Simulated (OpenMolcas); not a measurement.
# Ta II: effect of correlating more closed shells

```
Program             : OpenMolcas 26.06
Basis               : ANO-RCC-VTZP [8s7p5d3f2g1h]
Scalar Hamiltonian  : DKH2, point nucleus
Active space        : 4 electrons in 6 orbitals (5d 6s)
State averaging     : 2S+1 = 5 even, 15 roots; 2S+1 = 3 even, 95 roots kept (CI in the orbitals of an earlier block); 2S+1 = 1 even, 77 roots kept (CI in the orbitals of an earlier block)
Spin-orbit coupling : state interaction with AMFI integrals over the reference wave functions, term energies averaged over their components
```

Methods on the same reference wave functions:
A. CASSCF
B. MS-CASPT2, IPEA 0.25 Eh, imaginary shift 0.1 Eh (closed shells correlated: none)
C. MS-CASPT2, IPEA 0.25 Eh, imaginary shift 0.1 Eh (closed shells correlated: 5s 5p)

Energies in cm-1 above 5d3 6s 5F1, the measured ground level; measured values from NIST Handbook of Basic Atomic Spectroscopic Data.

```json
{"Level": "5d3 6s 5F1", "A": "0.0", "B": "0.0", "C": "0.0", "Measured": "0.0"}
{"Level": "5d3 6s 5F2", "A": "1087", "B": "1085", "C": "1078", "Measured": "1031"}
{"Level": "5d3 6s 5F3", "A": "2666", "B": "2740", "C": "2730", "Measured": "2642"}
{"Level": "5d3 6s 5F4", "A": "4504", "B": "4580", "C": "4560", "Measured": "4416"}
{"Level": "5d3 6s 3P0(1)", "A": "6309", "B": "3770", "C": "3280", "Measured": ""}
{"Level": "5d3 6s 5F5", "A": "6435", "B": "6450", "C": "6440", "Measured": "6187"}
{"Level": "5d3 6s 3P1(1)", "A": "7584", "B": "5280", "C": "4770", "Measured": ""}
{"Level": "5d2 6s2 3F2 [63 %]", "A": "10608", "B": "6130", "C": "4670", "Measured": "3180"}
{"Level": "5d3 6s 5P1", "A": "12614", "B": "11460", "C": "11290", "Measured": ""}
{"Level": "5d2 6s2 3F3", "A": "12696", "B": "8270", "C": "7160", "Measured": "6831"}
{"Level": "5d4 5D0", "A": "14346", "B": "12780", "C": "13240", "Measured": ""}
{"Level": "5d3 6s 5P3", "A": "14358", "B": "13410", "C": "13200", "Measured": ""}
{"Level": "5d2 6s2 3F4 [60 %]", "A": "14393", "B": "10320", "C": "9330", "Measured": "9746"}
{"Level": "5d4 5D1 [73 %]", "A": "14939", "B": "13570", "C": "13990", "Measured": ""}
{"Level": "5d4 5D3", "A": "16991", "B": "15850", "C": "16340", "Measured": ""}
{"Level": "5d3 6s 3G5 [61 %]", "A": "17441", "B": "15480", "C": "15480", "Measured": ""}
{"Level": "5d3 6s 3D1(1) [50 %]", "A": "19380", "B": "15850", "C": "16050", "Measured": ""}
{"Level": "5d3 6s 3P0(2)", "A": "21326", "B": "17710", "C": "17860", "Measured": ""}
{"Level": "5d3 6s 3H5 [70 %]", "A": "21448", "B": "19510", "C": "19440", "Measured": ""}
{"Level": "5d3 6s 3H6", "A": "21581", "B": "19680", "C": "19550", "Measured": ""}
{"Level": "5d3 6s 3P1(2) [57 %]", "A": "21641", "B": "18190", "C": "18390", "Measured": ""}
{"Level": "5d3 6s 3D3(1)", "A": "22468", "B": "19290", "C": "19580", "Measured": ""}
{"Level": "5d3 6s 3F2(2) [73 %]", "A": "29685", "B": "23660", "C": "23690", "Measured": ""}
{"Level": "5d4 3H5", "A": "30364", "B": "27160", "C": "27650", "Measured": ""}
```

Deviations, from unrounded energies. A percentage is the sum of absolute deviations over the sum of measured energies, with the sign that they share, or ± where signs differ.

```json
{"Against measurement": "mean absolute deviation (cm-1)", "Levels": "7", "A": "2600", "B": "790", "C": "400"}
{"Against measurement": "fine structure of the ground term (%)", "Levels": "4", "A": "+2.9", "B": "+4.1", "C": "+3.8"}
{"Against measurement": "other configurations (%)", "Levels": "3", "A": "+90.8", "B": "+25.1", "C": "±11.3"}
```

C lies closest to measurement on these levels and A furthest from it. The largest miss of C in the table is 5d2 6s2 3F2 [63 %], by +1500 cm-1. The ranking rests on the paired levels alone, and a cruder setting can come out closer through cancelling errors.

Between B and C the level of the table that moves most is 5d2 6s2 3F2 [63 %], by 1500 cm-1 (lowest in C, highest in B). Moves below CASPT2's spread within the term are not significant.

The mean deviations of B to C differ by less than CASPT2's widest spread within a term (700 cm-1), so their order carries little weight.

From A to B the spin-free energies of the other terms of 5d3 6s shown, above 5F, scale by factors of 0.54 to 0.89.

The lowest spin-free term lies below A's lowest term by 0.029 hartree in B, 0.275 hartree in C.

What an inner shell adds also hangs on whether the basis holds functions to correlate it.

CASPT2 does not keep the components of a term degenerate, so their means are used; among the terms shown or strongly mixed into the levels shown the widest spread is 700 cm-1 (5d3 6s 5F, C). Terms from blocks run as CI alone lack orbitals of their own. Configurations are named by rounded mean occupations; where the s occupation lies near a half they are strongly mixed, a name can repeat and a true partner stay unpaired. A single d shell beside an s shell can misplace configurations of different d count against each other. The CASPT2 spread within a term exceeds the gap to the next term for 5d3 6s 3F(2) and 5d3 6s 1P, so the order of their levels is uncertain (figures for B; the like holds for C). Without dynamic correlation excited terms often stand tens of per cent too high (terms of higher spin than the ground term too low), and those without a measured partner can miss by more than the paired ones (holds for A). Blocks of more than 70 roots (2S+1 = 3 even, 1 even) ran without multistate coupling (holds for B; C). Measured partners are found by configuration, term and J. A level has none where our copy of the source lacks it or the pairing is in doubt (some pairs that miss far off the trend of their configuration count as doubtful), and it then counts in no deviation. Levels of configurations outside the active space are missing. Levels that lie high or do not pair safely by name in every column are left out.

A share in square brackets marks a mixed level and gives the weight of the term that names it, the lowest over the columns. A number in round brackets counts repeated terms of one configuration in the order of the reference energies.
